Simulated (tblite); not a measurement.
Species: C₅H₉BN₂O.
Bonds: C1–C2, C2–C3 (triple), C3–C4, C4–N5, N5–B6, B6–N7, N5–C8, C8–O9 (double). Hydrogens: H10, H11, H12 on C1; H13, H14 on C4; H15 on B6; H16, H17 on N7; H18 on C8.

Computed with GFN2-xTB (tblite), gas phase: L-BFGS steps from a force-field or distance-geometry start until the largest atomic force falls under 0.01 eV/Å.

The end geometry, which sets the zero of energy:
```
atom  x, y, z in Å
C1      3.2874    0.3847    0.2830
C2      1.9743   -0.1111   -0.0675
C3      0.8954   -0.5367   -0.3720
C4     -0.4170   -1.0460   -0.7280
N5     -1.4799   -0.5180    0.1285
B6     -1.7918    0.8894    0.1811
N7     -1.0379    1.8016   -0.5359
C8     -2.1729   -1.4389    0.8426
O9     -1.9891   -2.6329    0.8284
H10     3.6700   -0.1541    1.1491
H11     3.9729    0.2411   -0.5520
H12     3.2372    1.4470    0.5214
H13    -0.6365   -0.7974   -1.7739
H14    -0.4241   -2.1367   -0.6136
H15    -2.7035    1.2456    0.8213
H16    -1.2210    2.7889   -0.5284
H17    -0.2137    1.5547   -1.0573
H18    -2.9586   -0.9750    1.4617
```

**Question.** These geometries come from the run, each turned onto the end geometry. Order them by energy, lowest first.
A.
```
atom  x, y, z in Å
C1      3.3847    0.0140    0.5503
C2      2.0561   -0.2662    0.0439
C3      0.9724   -0.4957   -0.4154
C4     -0.3647   -0.8091   -0.8998
N5     -1.3741   -0.3777    0.0681
B6     -1.8982    0.9647    0.1443
N7     -1.7259    1.8710   -0.8886
C8     -1.7008   -1.3121    0.9945
O9     -1.2689   -2.4371    1.0513
H10     3.5972   -0.6227    1.4099
H11     4.1269   -0.1833   -0.2246
H12     3.4590    1.0591    0.8548
H13    -0.5378   -0.3222   -1.8634
H14    -0.4409   -1.8984   -1.0282
H15    -2.5044    1.2853    1.0925
H16    -2.0940    2.8042   -0.8587
H17    -1.2422    1.6732   -1.7479
H18    -2.4531   -0.9408    1.7054
```
B.
```
atom  x, y, z in Å
C1      3.4035    0.0110    0.5472
C2      2.0816   -0.2886    0.0424
C3      0.9850   -0.5295   -0.3789
C4     -0.3446   -0.8205   -0.8818
N5     -1.3756   -0.3946    0.0589
B6     -1.9190    0.9318    0.0957
N7     -1.7408    1.8649   -0.9182
C8     -1.7003   -1.3104    1.0005
O9     -1.2368   -2.4247    1.0728
H10     3.6194   -0.6194    1.4099
H11     4.1602   -0.1744   -0.2175
H12     3.4603    1.0582    0.8483
H13    -0.5125   -0.2825   -1.8127
H14    -0.4498   -1.9021   -1.0127
H15    -2.5671    1.2367    1.0374
H16    -1.8667    2.8335   -0.6895
H17    -1.5365    1.7156   -1.8952
H18    -2.4691   -0.8990    1.6818
```
C.
```
atom  x, y, z in Å
C1      3.3088    0.3474    0.3072
C2      1.9766   -0.0964   -0.0458
C3      0.8942   -0.5043   -0.3620
C4     -0.4184   -1.0004   -0.7406
N5     -1.4769   -0.5047    0.1405
B6     -1.8308    0.8923    0.1687
N7     -1.0992    1.8017   -0.5755
C8     -2.1227   -1.4399    0.8757
O9     -1.9103   -2.6274    0.8435
H10     3.6663   -0.2210    1.1660
H11     3.9854    0.1760   -0.5309
H12     3.3090    1.4095    0.5542
H13    -0.6400   -0.7070   -1.7751
H14    -0.4276   -2.0950   -0.6700
H15    -2.7510    1.2389    0.8026
H16    -1.2982    2.7864   -0.6038
H17    -0.2722    1.5509   -1.0902
H18    -2.9017   -1.0008    1.5240
```
D.
```
atom  x, y, z in Å
C1      3.4105    0.0069    0.5466
C2      2.0903   -0.2917    0.0308
C3      1.0031   -0.5423   -0.3991
C4     -0.3475   -0.8277   -0.8773
N5     -1.3894   -0.4093    0.0695
B6     -1.8825    0.9448    0.0865
N7     -1.5948    1.9194   -0.8812
C8     -1.7223   -1.3294    1.0353
O9     -1.2730   -2.4334    1.1361
H10     3.6327   -0.6151    1.4086
H11     4.1709   -0.1731   -0.2063
H12     3.4750    1.0472    0.8539
H13    -0.4930   -0.3084   -1.8255
H14    -0.4163   -1.9046   -1.0907
H15    -2.6171    1.2773    0.9089
H16    -1.8513    2.8745   -0.6956
H17    -1.7188    1.7603   -1.8632
H18    -2.4853   -0.9890    1.7516
```
E.
```
atom  x, y, z in Å
C1      3.3442    0.0877    0.4571
C2      2.0187   -0.2177   -0.0320
C3      0.9290   -0.4926   -0.4473
C4     -0.4109   -0.8536   -0.8737
N5     -1.4235   -0.4203    0.0899
B6     -1.9773    0.9095    0.0791
N7     -1.4693    1.8855   -0.7618
C8     -1.7628   -1.3419    1.0262
O9     -1.3083   -2.4571    1.1117
H10     3.5660   -0.5442    1.3167
H11     4.0842   -0.0990   -0.3209
H12     3.4011    1.1329    0.7593
H13    -0.6325   -0.4133   -1.8500
H14    -0.4653   -1.9463   -0.9476
H15    -2.8758    1.1558    0.7879
H16    -1.8395    2.8187   -0.7867
H17    -0.6596    1.7665   -1.3471
H18    -2.5270   -0.9647    1.7279
```

**Answer.** C (0.005 eV), E (0.040 eV), A (0.091 eV), B (0.242 eV), D (0.469 eV).

In the order of the answer:

| step | E above end (eV) | largest force (eV/Å) | rms force component (eV/Å) | rms distance from end (Å) | rms bond change (Å) | bond most changed (Å) |
| --- | --- | --- | --- | --- | --- | --- |
| 97 | 0.005 | 0.17 | 0.036 | 0.067 | 0.001 | N5–C8 -0.002 |
| 69 | 0.040 | 0.04 | 0.014 | 0.423 | 0.001 | C4–H13 -0.004 |
| 22 | 0.091 | 0.14 | 0.042 | 0.583 | 0.002 | C3–C4 +0.004 |
| 9 | 0.242 | 0.44 | 0.132 | 0.610 | 0.005 | B6–H15 +0.014 |
| 5 | 0.469 | 0.88 | 0.277 | 0.622 | 0.009 | B6–N7 +0.020 |

The cost below is that of the whole relaxation. Hardware: one thread of an Arm Neoverse N1, no GPU, shared host with 64 logical CPUs at a one-minute load of 59. Cost: 1.4 s.
